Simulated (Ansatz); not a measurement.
`O=C=C[SiH3]` + H₂S → `O=C=CS` + SiH₄ at 600 K and 1 bar (substitution at a C–Si bond).

Program: Ansatz. Geometries: PBE0-D4/def2-TZVP. ΔE: electronic, gas phase. CCSD(T)/CBS is the MP2 limit (def2-TZVPP, def2-QZVPP) plus CCSD(T) − MP2 in def2-TZVPP, frozen cores. This one scheme is used for every species. Each species was taken in one conformer, which may not be the lowest.

| species | CCSD(T)/CBS energy (Eh) | H − E (kJ/mol) | S (J/(mol·K)) |
| --- | --- | --- | --- |
| `O=C=C[SiH3]` | -442.72816 | 175.4 | 377.2 |
| H₂S | -398.97279 | 60.8 | 230.9 |
| `O=C=CS` | -550.20556 | 126.1 | 346.3 |
| SiH₄ | -291.46306 | 108.7 | 242.3 |

H − E and S are ideal-gas, rigid-rotor, harmonic terms from PBE0-D4/def2-TZVP, for one conformer and one mirror image of each species. 1 Eh = 2625.50 kJ/mol, R = 8.31446 J/(mol·K).

By hand: ΔE, ΔH, ΔS and ΔG.

ΔE = (-550.20556) + (-291.46306) − (-442.72816) − (-398.97279) = 0.03233 Eh = 84.9 kJ/mol. Δ(H − E) = 126.1 + 108.7 − 175.4 − 60.8 = -1.4, so ΔH = 83.5 kJ/mol. ΔS = 346.3 + 242.3 − 377.2 − 230.9 = -19.5 J/(mol·K). ΔG = 83.5 − 600 × (-19.5)/1000 = 95.2 kJ/mol.

By hand: the equilibrium constant, and the temperature at which ΔG would vanish if ΔH and ΔS stayed fixed.

log₁₀ K = −ΔG/(RT ln 10) = -8.3. ΔH and −TΔS have one sign here, so there is no such temperature.

ΔH outweighs TΔS. A doubt of 5 kJ/mol in ΔE shifts log₁₀ K by 0.4 here. Other conformers and mirror images would add mixing entropy, several J/(mol·K) or more a flexible species. These are equilibria of isolated gas molecules and say nothing of rates. Largest T1 diagnostic: 0.016 (customary marks: 0.02 for closed shells, 0.045 for open ones).
